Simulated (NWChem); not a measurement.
**Basis-set convergence for sulfur difluoride (F2S)**

```xyz
3

F      1.2400     0.0000    -0.4940
S      0.0000     0.0000     0.5558
F     -1.2400     0.0000    -0.4940
```
Charge 0, spin multiplicity 1.

Everything below was run with NWChem. All single points use one geometry, from B3LYP/def2-SVP, a minimum by its harmonic frequencies.

Quantity: vertical ionisation energy at the level ΔPBE0 (Δ: difference of total energies, the cation a doublet at the parent's geometry with its hole in an orbital of symmetry b2 (C2v labels); it is the state that the SCF runs reached, from PBE0 orbitals for Hartree-Fock references, and need not be the lowest).

The Pople sets run with spherical d functions. The stability of the SCF solutions was not checked.

Costs are rough ratios of processor time within this set of runs, SCF included, with STO-3G as 1.

| basis | functions | vertical ionisation energy (eV) | relative cost |
|---|---|---|---|
| STO-3G | 19 | … | 1 |
| 3-21G | 31 | 10.25 | under 3 |
| cc-pVDZ | 46 | 10.27 | under 3 |
| 6-31G* | 46 | 10.14 | under 3 |
| def2-SVP | 46 | … | under 3 |
| 6-311G** | 62 | … | under 3 |
| aug-pcseg-1 | 73 | 10.47 | under 3 |
| cc-pVTZ | 94 | 10.29 | 5 |
| def2-TZVPP | 104 | 10.31 | 4 |
| def2-QZVP | 184 | 10.33 | 20 |

Problem. Fill in the missing entries.

Solution. 
- STO-3G, vertical ionisation energy (eV): 6.83
- def2-SVP, vertical ionisation energy (eV): 10.40
- 6-311G**, vertical ionisation energy (eV): 10.45
